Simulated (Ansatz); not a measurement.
Born–Oppenheimer molecular dynamics of a periodic cell of 17 atoms, K16Cl (surface K(110), adsorbate Cl). It goes on from the last frame of an earlier run, with new velocities.

Level of theory: Ansatz 0.2.0, DFT PBEsol, scalar-relativistic, plane waves, PAW. Settings: accuracy low, cutoff 420 eV, k mesh 2x2x1, fermi-dirac smearing 0.1 eV, no spin polarisation.

```yaml
ensemble: NVT, Nosé–Hoover chain
time_step: 3 fs
steps_asked: 200
set_temperature: 1400 K
thermostat: time constant 5 fs, chain length 1
atoms_held: 1 to 4
seed: 886973
```

Frames 3 fs apart, positions in Å, forces in eV/Å.

Velocities at 360 fs (Å/ps):

```
K 0.00 0.00 0.00
K 0.00 0.00 0.00
K 0.00 0.00 0.00
K 0.00 0.00 0.00
K -8.03 -8.70 -0.10
K -5.78 3.65 8.21
K 3.52 -1.77 3.34
K 5.06 12.58 -0.13
K -0.85 -1.35 -5.37
K -1.08 4.72 9.53
K 3.22 2.96 10.07
K -3.98 -8.77 2.97
K 5.27 -3.86 5.77
K -3.20 2.77 3.68
K 3.98 -1.75 4.00
K -7.10 5.43 2.24
Cl -4.03 -3.59 10.05
```

```xyz
17
Lattice="10.4600 0.0000 0.0000 5.2300 7.3963 0.0000 0.0000 0.0000 22.0945" Properties=species:S:1:pos:R:3:forces:R:3 time_fs=360 energy_less_start_eV=0.312 T=1420
K 0.000 3.698 1.000 0.01 0.07 0.03
K 5.230 3.698 1.000 0.01 0.01 0.08
K 2.615 7.396 1.000 -0.11 -0.05 -0.09
K 7.845 7.396 1.000 0.03 0.03 -0.08
K -0.490 0.932 4.220 -0.05 0.02 -0.05
K 6.180 1.834 5.418 0.16 0.00 0.00
K 3.125 4.398 5.448 -0.10 0.14 -0.08
K 8.088 6.891 5.131 0.05 -0.29 -0.16
K 0.086 2.715 7.627 0.03 0.21 0.11
K 3.755 -0.379 8.668 0.06 0.07 0.24
K 3.657 7.317 9.755 -0.26 -0.04 0.11
K 5.600 3.892 9.486 0.09 -0.14 -0.12
K -0.207 0.539 15.479 -0.06 0.06 -0.16
K 4.287 -1.750 12.603 -0.11 0.13 0.15
K 1.322 2.651 12.059 0.08 -0.13 0.03
K 6.263 3.213 13.542 -0.17 -0.06 0.03
Cl 9.072 3.035 14.200 0.36 -0.04 -0.04
17
Lattice="10.4600 0.0000 0.0000 5.2300 7.3963 0.0000 0.0000 0.0000 22.0945" Properties=species:S:1:pos:R:3:forces:R:3 time_fs=363 energy_less_start_eV=0.323 T=1412
K 0.000 3.698 1.000 0.01 0.06 0.03
K 5.230 3.698 1.000 0.01 0.01 0.09
K 2.615 7.396 1.000 -0.12 -0.05 -0.09
K 7.845 7.396 1.000 0.02 0.03 -0.08
K -0.515 0.906 4.219 -0.04 0.02 -0.05
K 6.163 1.845 5.442 0.19 0.00 0.00
K 3.136 4.393 5.458 -0.11 0.15 -0.08
K 8.103 6.928 5.131 0.04 -0.29 -0.15
K 0.083 2.711 7.611 0.02 0.21 0.12
K 3.752 -0.365 8.697 0.05 0.06 0.22
K 3.667 7.326 9.786 -0.25 -0.04 0.11
K 5.588 3.865 9.495 0.08 -0.13 -0.12
K -0.191 0.528 15.496 -0.07 0.08 -0.17
K 4.277 -1.741 12.614 -0.11 0.10 0.17
K 1.334 2.646 12.071 0.08 -0.12 0.03
K 6.242 3.229 13.549 -0.13 -0.06 0.04
Cl 9.060 3.024 14.230 0.33 -0.03 -0.06
17
Lattice="10.4600 0.0000 0.0000 5.2300 7.3963 0.0000 0.0000 0.0000 22.0945" Properties=species:S:1:pos:R:3:forces:R:3 time_fs=366 energy_less_start_eV=0.335 T=1394
K 0.000 3.698 1.000 0.01 0.06 0.04
K 5.230 3.698 1.000 0.01 0.01 0.09
K 2.615 7.396 1.000 -0.12 -0.05 -0.10
K 7.845 7.396 1.000 0.02 0.03 -0.08
K -0.539 0.880 4.219 -0.03 0.02 -0.04
K 6.146 1.856 5.467 0.21 0.00 -0.01
K 3.146 4.388 5.468 -0.12 0.16 -0.07
K 8.118 6.965 5.130 0.03 -0.30 -0.14
K 0.081 2.708 7.595 0.02 0.21 0.12
K 3.749 -0.350 8.726 0.04 0.05 0.20
K 3.676 7.335 9.816 -0.24 -0.04 0.10
K 5.576 3.839 9.504 0.08 -0.11 -0.12
K -0.176 0.517 15.513 -0.08 0.09 -0.17
K 4.267 -1.733 12.626 -0.11 0.08 0.18
K 1.346 2.640 12.083 0.07 -0.11 0.03
K 6.220 3.245 13.556 -0.09 -0.06 0.05
Cl 9.049 3.014 14.260 0.30 -0.02 -0.08
17
Lattice="10.4600 0.0000 0.0000 5.2300 7.3963 0.0000 0.0000 0.0000 22.0945" Properties=species:S:1:pos:R:3:forces:R:3 time_fs=369 energy_less_start_eV=0.350 T=1379
K 0.000 3.698 1.000 0.01 0.06 0.04
K 5.230 3.698 1.000 0.01 0.01 0.09
K 2.615 7.396 1.000 -0.13 -0.05 -0.10
K 7.845 7.396 1.000 0.02 0.03 -0.09
K -0.563 0.855 4.218 -0.03 0.02 -0.04
K 6.130 1.867 5.492 0.24 -0.01 -0.01
K 3.156 4.384 5.478 -0.14 0.16 -0.07
K 8.133 7.001 5.128 0.02 -0.30 -0.14
K 0.078 2.705 7.580 0.02 0.21 0.13
K 3.746 -0.336 8.756 0.03 0.04 0.18
K 3.684 7.343 9.847 -0.24 -0.05 0.10
K 5.565 3.812 9.512 0.08 -0.10 -0.11
K -0.160 0.506 15.529 -0.09 0.10 -0.17
K 4.257 -1.724 12.637 -0.11 0.05 0.19
K 1.358 2.634 12.095 0.06 -0.10 0.03
K 6.198 3.261 13.563 -0.06 -0.07 0.07
Cl 9.039 3.003 14.290 0.28 -0.01 -0.09
17
Lattice="10.4600 0.0000 0.0000 5.2300 7.3963 0.0000 0.0000 0.0000 22.0945" Properties=species:S:1:pos:R:3:forces:R:3 time_fs=372 energy_less_start_eV=0.367 T=1377
K 0.000 3.698 1.000 0.02 0.05 0.04
K 5.230 3.698 1.000 0.01 0.00 0.09
K 2.615 7.396 1.000 -0.13 -0.05 -0.11
K 7.845 7.396 1.000 0.02 0.03 -0.09
K -0.587 0.829 4.218 -0.02 0.02 -0.04
K 6.114 1.877 5.516 0.27 -0.01 -0.01
K 3.165 4.380 5.487 -0.15 0.17 -0.07
K 8.149 7.036 5.127 0.01 -0.30 -0.13
K 0.076 2.703 7.565 0.01 0.21 0.13
K 3.743 -0.322 8.786 0.02 0.03 0.16
K 3.692 7.352 9.877 -0.23 -0.05 0.10
K 5.554 3.785 9.520 0.08 -0.08 -0.11
K -0.145 0.495 15.545 -0.09 0.11 -0.17
K 4.247 -1.715 12.650 -0.10 0.03 0.20
K 1.371 2.628 12.107 0.05 -0.09 0.03
K 6.176 3.277 13.570 -0.02 -0.07 0.08
Cl 9.030 2.992 14.319 0.25 0.00 -0.11
17
Lattice="10.4600 0.0000 0.0000 5.2300 7.3963 0.0000 0.0000 0.0000 22.0945" Properties=species:S:1:pos:R:3:forces:R:3 time_fs=375 energy_less_start_eV=0.387 T=1389
K 0.000 3.698 1.000 0.02 0.05 0.05
K 5.230 3.698 1.000 0.01 0.00 0.09
K 2.615 7.396 1.000 -0.13 -0.05 -0.12
K 7.845 7.396 1.000 0.02 0.03 -0.09
K -0.612 0.803 4.217 -0.01 0.02 -0.03
K 6.099 1.888 5.540 0.29 -0.01 -0.02
K 3.175 4.376 5.496 -0.16 0.18 -0.07
K 8.164 7.071 5.125 0.00 -0.30 -0.12
K 0.073 2.701 7.550 0.01 0.20 0.14
K 3.740 -0.307 8.816 0.01 0.01 0.14
K 3.699 7.360 9.909 -0.22 -0.05 0.10
K 5.543 3.758 9.528 0.08 -0.07 -0.11
K -0.130 0.484 15.560 -0.10 0.12 -0.18
K 4.236 -1.706 12.663 -0.10 0.01 0.21
K 1.383 2.622 12.119 0.04 -0.08 0.03
K 6.154 3.293 13.577 0.01 -0.07 0.09
Cl 9.021 2.981 14.349 0.23 0.00 -0.12
17
Lattice="10.4600 0.0000 0.0000 5.2300 7.3963 0.0000 0.0000 0.0000 22.0945" Properties=species:S:1:pos:R:3:forces:R:3 time_fs=378 energy_less_start_eV=0.410 T=1407
K 0.000 3.698 1.000 0.02 0.05 0.05
K 5.230 3.698 1.000 0.01 0.00 0.09
K 2.615 7.396 1.000 -0.14 -0.05 -0.12
K 7.845 7.396 1.000 0.01 0.03 -0.09
K -0.636 0.777 4.216 0.00 0.02 -0.02
K 6.085 1.899 5.565 0.32 -0.01 -0.02
K 3.184 4.373 5.505 -0.17 0.19 -0.07
K 8.180 7.105 5.123 -0.01 -0.31 -0.12
K 0.071 2.699 7.535 0.00 0.20 0.14
K 3.738 -0.292 8.848 0.01 0.00 0.12
K 3.706 7.369 9.941 -0.22 -0.06 0.09
K 5.532 3.730 9.535 0.08 -0.05 -0.10
K -0.115 0.474 15.576 -0.11 0.13 -0.18
K 4.225 -1.697 12.676 -0.09 -0.01 0.22
K 1.396 2.615 12.132 0.03 -0.07 0.03
K 6.131 3.308 13.585 0.04 -0.08 0.10
Cl 9.013 2.970 14.378 0.21 0.01 -0.14
17
Lattice="10.4600 0.0000 0.0000 5.2300 7.3963 0.0000 0.0000 0.0000 22.0945" Properties=species:S:1:pos:R:3:forces:R:3 time_fs=381 energy_less_start_eV=0.436 T=1419
K 0.000 3.698 1.000 0.02 0.05 0.06
K 5.230 3.698 1.000 0.01 0.00 0.09
K 2.615 7.396 1.000 -0.14 -0.05 -0.13
K 7.845 7.396 1.000 0.01 0.02 -0.09
K -0.661 0.750 4.215 0.01 0.03 -0.02
K 6.070 1.910 5.590 0.35 -0.01 -0.02
K 3.192 4.370 5.515 -0.18 0.19 -0.07
K 8.196 7.139 5.121 -0.03 -0.31 -0.11
K 0.069 2.698 7.521 0.00 0.20 0.15
K 3.735 -0.277 8.880 0.00 -0.01 0.10
K 3.712 7.377 9.973 -0.21 -0.06 0.09
K 5.521 3.702 9.543 0.08 -0.03 -0.10
K -0.101 0.463 15.591 -0.12 0.14 -0.18
K 4.214 -1.687 12.690 -0.09 -0.03 0.23
K 1.409 2.609 12.145 0.03 -0.06 0.03
K 6.109 3.324 13.593 0.07 -0.08 0.12
Cl 9.005 2.958 14.407 0.19 0.02 -0.15
17
Lattice="10.4600 0.0000 0.0000 5.2300 7.3963 0.0000 0.0000 0.0000 22.0945" Properties=species:S:1:pos:R:3:forces:R:3 time_fs=384 energy_less_start_eV=0.464 T=1417
K 0.000 3.698 1.000 0.02 0.04 0.06
K 5.230 3.698 1.000 0.01 0.00 0.09
K 2.615 7.396 1.000 -0.15 -0.05 -0.14
K 7.845 7.396 1.000 0.01 0.02 -0.09
K -0.686 0.724 4.214 0.02 0.03 -0.01
K 6.057 1.921 5.615 0.38 -0.01 -0.02
K 3.201 4.367 5.524 -0.19 0.20 -0.07
K 8.211 7.173 5.118 -0.04 -0.32 -0.10
K 0.066 2.697 7.506 0.00 0.19 0.15
K 3.732 -0.262 8.912 -0.01 -0.02 0.08
K 3.718 7.385 10.006 -0.20 -0.06 0.09
K 5.510 3.673 9.550 0.08 -0.02 -0.09
K -0.086 0.453 15.606 -0.12 0.15 -0.18
K 4.202 -1.678 12.705 -0.08 -0.04 0.24
K 1.422 2.602 12.157 0.02 -0.05 0.03
K 6.086 3.339 13.601 0.10 -0.09 0.13
Cl 8.998 2.947 14.436 0.17 0.02 -0.16
17
Lattice="10.4600 0.0000 0.0000 5.2300 7.3963 0.0000 0.0000 0.0000 22.0945" Properties=species:S:1:pos:R:3:forces:R:3 time_fs=387 energy_less_start_eV=0.495 T=1402
K 0.000 3.698 1.000 0.02 0.04 0.06
K 5.230 3.698 1.000 0.01 0.00 0.10
K 2.615 7.396 1.000 -0.15 -0.05 -0.15
K 7.845 7.396 1.000 0.01 0.02 -0.09
K -0.711 0.698 4.213 0.03 0.03 -0.01
K 6.044 1.933 5.641 0.40 -0.01 -0.03
K 3.209 4.365 5.533 -0.20 0.21 -0.07
K 8.227 7.206 5.115 -0.06 -0.32 -0.10
K 0.064 2.697 7.492 -0.01 0.19 0.16
K 3.729 -0.247 8.944 -0.02 -0.03 0.06
K 3.724 7.393 10.039 -0.20 -0.07 0.08
K 5.499 3.644 9.557 0.08 0.00 -0.09
K -0.071 0.443 15.620 -0.13 0.16 -0.18
K 4.190 -1.669 12.720 -0.08 -0.06 0.25
K 1.435 2.595 12.170 0.01 -0.04 0.03
K 6.064 3.355 13.609 0.13 -0.09 0.14
Cl 8.991 2.936 14.465 0.15 0.03 -0.17
17
Lattice="10.4600 0.0000 0.0000 5.2300 7.3963 0.0000 0.0000 0.0000 22.0945" Properties=species:S:1:pos:R:3:forces:R:3 time_fs=390 energy_less_start_eV=0.529 T=1384
K 0.000 3.698 1.000 0.02 0.04 0.07
K 5.230 3.698 1.000 0.01 0.00 0.10
K 2.615 7.396 1.000 -0.15 -0.05 -0.16
K 7.845 7.396 1.000 0.01 0.02 -0.09
K -0.737 0.671 4.213 0.05 0.04 0.00
K 6.032 1.944 5.666 0.43 -0.02 -0.03
K 3.216 4.363 5.541 -0.21 0.22 -0.07
K 8.243 7.239 5.112 -0.07 -0.33 -0.09
K 0.061 2.697 7.479 -0.01 0.18 0.16
K 3.726 -0.232 8.977 -0.03 -0.04 0.04
K 3.729 7.401 10.072 -0.19 -0.07 0.08
K 5.488 3.616 9.564 0.08 0.02 -0.08
K -0.057 0.434 15.634 -0.14 0.17 -0.18
K 4.178 -1.660 12.736 -0.07 -0.07 0.25
K 1.449 2.587 12.183 0.00 -0.03 0.03
K 6.042 3.370 13.618 0.15 -0.10 0.14
Cl 8.984 2.925 14.493 0.13 0.03 -0.18
17
Lattice="10.4600 0.0000 0.0000 5.2300 7.3963 0.0000 0.0000 0.0000 22.0945" Properties=species:S:1:pos:R:3:forces:R:3 time_fs=393 energy_less_start_eV=0.565 T=1376
K 0.000 3.698 1.000 0.02 0.04 0.07
K 5.230 3.698 1.000 0.01 0.00 0.10
K 2.615 7.396 1.000 -0.16 -0.05 -0.16
K 7.845 7.396 1.000 0.00 0.02 -0.09
K -0.762 0.645 4.212 0.06 0.04 0.01
K 6.022 1.955 5.691 0.46 -0.02 -0.03
K 3.224 4.362 5.550 -0.22 0.22 -0.06
K 8.258 7.270 5.109 -0.09 -0.34 -0.09
K 0.059 2.698 7.465 -0.02 0.17 0.16
K 3.723 -0.217 9.010 -0.04 -0.06 0.02
K 3.733 7.409 10.106 -0.18 -0.07 0.08
K 5.478 3.587 9.571 0.09 0.04 -0.07
K -0.043 0.425 15.648 -0.14 0.18 -0.18
K 4.166 -1.651 12.753 -0.07 -0.09 0.26
K 1.462 2.580 12.196 0.00 -0.02 0.03
K 6.020 3.385 13.627 0.17 -0.10 0.15
Cl 8.977 2.914 14.521 0.12 0.03 -0.19
```

Of the whole run (600 fs, mean temperature of the second half 1400 K): The conserved energy stayed within 0.059 meV per atom of its start (net change 0.04 meV per atom), so the integration is sound. A run of 0.6 ps of so small a system gives no equilibrium averages. Limits of this set-up: coarse k mesh, slab without dipole correction, odd electron count without spin, a typed lattice constant that wasn't relaxed here, low accuracy level.

Run time: 16 min on 4 threads of AMD EPYC 7B13 (Zen 3), on a shared host, peak memory 3.5 GiB.
